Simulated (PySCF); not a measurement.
Si(F)3(SeH) (F3HSeSi), SMILES F[Si](F)(F)[SeH]. Coordinates come from a PBE-D3(BJ)/def2-SVP optimisation. The structure was generated by enumeration, and PubChem lists no compound with its InChIKey, so it may never have been made. The values are those of a single conformer.

Method: PBE-D3(BJ)/def2-SVP (PySCF 2.14.0).

Harmonic wavenumbers (cm⁻¹): 86, 160, 186, 254, 299, 301, 466, 649, 822, 949, 968, 2357. Rotational constants (GHz): 3.855, 1.410, 1.392; symmetry number 1.

Question: Work out the zero-point energy and the ideal-gas rigid-rotor harmonic-oscillator thermochemistry at 298.15 K and 1 atm.

Answer: ZPE = ½ Σ hcν = ½ × 7497 cm⁻¹ = 10.72 kcal/mol. H − E(el) = 15.50 kcal/mol. Entropy in cal/(mol K): translation 41.21, rotation 28.14, vibration 14.64, total 84.00. G − E(el) = -9.55 kcal/mol. Cp = 22.49 cal/(mol K). Modes under 150 cm⁻¹ make the vibrational entropy uncertain.
